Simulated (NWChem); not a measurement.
All runs are NWChem calculations. System: HAl, charge 0, spin multiplicity 1, at a geometry optimised with B3LYP/def2-SVP. The structure started from a generated list of species. Level: PBE0/cc-pVTZ.

The NWChem input:

```
start mol
memory heap 200 mb stack 900 mb global 1100 mb
geometry units angstroms nocenter noautoz
  Al     0.000000     0.000000     0.119015
  H      0.000000     0.000000    -1.547196
  symmetry group C2v
end
basis spherical
  * library cc-pvtz
end
dft
  xc pbe0
  semidirect memsize 60000000 filesize 0
  iterations 100
end
task dft energy
```

Output (cleaned and shortened):

```
             Northwest Computational Chemistry Package (NWChem) 7.3.0
             --------------------------------------------------------

                                NWChem Input Module
                                -------------------

 Scaling coordinates for geometry "geometry" by  1.889725989
 (inverse scale =  0.529177249)

 Turning off AUTOSYM since
 SYMMETRY directive was detected!

                             Geometry "geometry" -> ""
                             -------------------------

 Output coordinates in angstroms (scale by  1.889725989 to convert to a.u.)

  No.       Tag          Charge          X              Y              Z
 ---- ---------------- ---------- -------------- -------------- --------------
    1 Al                  13.0000     0.00000000     0.00000000     0.11901500
    2 H                    1.0000     0.00000000     0.00000000    -1.54719600

 Effective nuclear repulsion energy (a.u.)       4.1287113319

            Nuclear Dipole moment (a.u.)
            ----------------------------
        X                 Y               Z
 ---------------- ---------------- ----------------
     0.0000000000     0.0000000000    -0.0000018897

      Symmetry information
      --------------------

 Group name             C2v
 Group number             16
 Group order               4
 No. of unique centers     2

      Symmetry unique atoms

     1    2


 Summary of "ao basis" -> "" (spherical)
 ------------------------------------------------------------------------------
       Tag                 Description            Shells   Functions and Types
 ---------------- ------------------------------  ------  ---------------------
 *                          cc-pvtz                   on all atoms

                                 NWChem DFT Module
                                 -----------------

 Summary of "ao basis" -> "ao basis" (spherical)
 ------------------------------------------------------------------------------
       Tag                 Description            Shells   Functions and Types
 ---------------- ------------------------------  ------  ---------------------
[...]
              MO Center= -5.8D-18, -1.3D-16, -7.3D-01, r^2= 1.7D+00
   Bfn.  Coefficient  Atom+Function         Bfn.  Coefficient  Atom+Function
  ----- ------------  ---------------      ----- ------------  ---------------
     3      0.460772  1 Al s                 36      0.216373  2 H  s
     5      0.193889  1 Al s                 37      0.137689  2 H  s
    35      0.134168  2 H  s                 11     -0.127890  1 Al pz
     4      0.100848  1 Al s                 25      0.028340  1 Al d  0

 Vector    7  Occ=2.000000D+00  E=-2.141059D-01  Symmetry=a1
              MO Center=  1.8D-16,  2.1D-15,  1.3D-01, r^2= 3.0D+00
   Bfn.  Coefficient  Atom+Function         Bfn.  Coefficient  Atom+Function
  ----- ------------  ---------------      ----- ------------  ---------------
     5      0.363535  1 Al s                  3      0.354064  1 Al s
    11      0.338231  1 Al pz                37     -0.236938  2 H  s
    17      0.209552  1 Al pz                36     -0.203223  2 H  s
    35     -0.122506  2 H  s                  4      0.075973  1 Al s
    25     -0.054943  1 Al d  0              20     -0.048625  1 Al d  0

 Vector    8  Occ=0.000000D+00  E=-6.642528D-02  Symmetry=b2
              MO Center=  4.0D-31, -1.1D-15,  1.0D-01, r^2= 4.0D+00
   Bfn.  Coefficient  Atom+Function         Bfn.  Coefficient  Atom+Function
  ----- ------------  ---------------      ----- ------------  ---------------
    16      0.632698  1 Al py                10      0.458548  1 Al py

 Vector    9  Occ=0.000000D+00  E=-6.642528D-02  Symmetry=b1
              MO Center= -6.5D-16,  2.3D-31,  1.0D-01, r^2= 4.0D+00
   Bfn.  Coefficient  Atom+Function         Bfn.  Coefficient  Atom+Function
  ----- ------------  ---------------      ----- ------------  ---------------
    15      0.632698  1 Al px                 9      0.458548  1 Al px

 Vector   10  Occ=0.000000D+00  E= 5.929674D-02  Symmetry=a1
              MO Center= -5.1D-16, -2.6D-15,  3.7D-01, r^2= 5.9D+00
   Bfn.  Coefficient  Atom+Function         Bfn.  Coefficient  Atom+Function
  ----- ------------  ---------------      ----- ------------  ---------------
    37      1.501863  2 H  s                 17      1.389170  1 Al pz
     5     -0.918420  1 Al s                 11      0.206114  1 Al pz
     3     -0.188770  1 Al s                 35      0.110099  2 H  s
    25      0.104351  1 Al d  0              36      0.093522  2 H  s
    20      0.087479  1 Al d  0               2     -0.028413  1 Al s

 center of mass
 --------------
 x =   0.00000000 y =   0.00000000 z =   0.11152979

 moments of inertia (a.u.)
 ------------------
           9.632000168465           0.000000000000           0.000000000000
           0.000000000000           9.632000168465           0.000000000000
           0.000000000000           0.000000000000           0.000000000000

     Multipole analysis of the density
     ---------------------------------

     L   x y z        total         alpha         beta         nuclear
     -   - - -        -----         -----         ----         -------
     0   0 0 0     -0.000000     -7.000000     -7.000000     14.000000

     1   1 0 0     -0.000000     -0.000000     -0.000000      0.000000
     1   0 1 0      0.000000      0.000000      0.000000      0.000000
     1   0 0 1      0.019793      0.009897      0.009897     -0.000002

     2   2 0 0     -9.189261     -4.594630     -4.594630      0.000000
     2   1 1 0     -0.000000     -0.000000     -0.000000      0.000000
     2   1 0 1      0.000000      0.000000      0.000000      0.000000
     2   0 2 0     -9.189261     -4.594630     -4.594630      0.000000
     2   0 1 1      0.000000      0.000000      0.000000      0.000000
     2   0 0 2    -14.759160    -11.982601    -11.982601      9.206043

 Task  times  cpu:        2.1s     wall:        2.1s

 Total times  cpu:        2.2s     wall:        2.2s
```
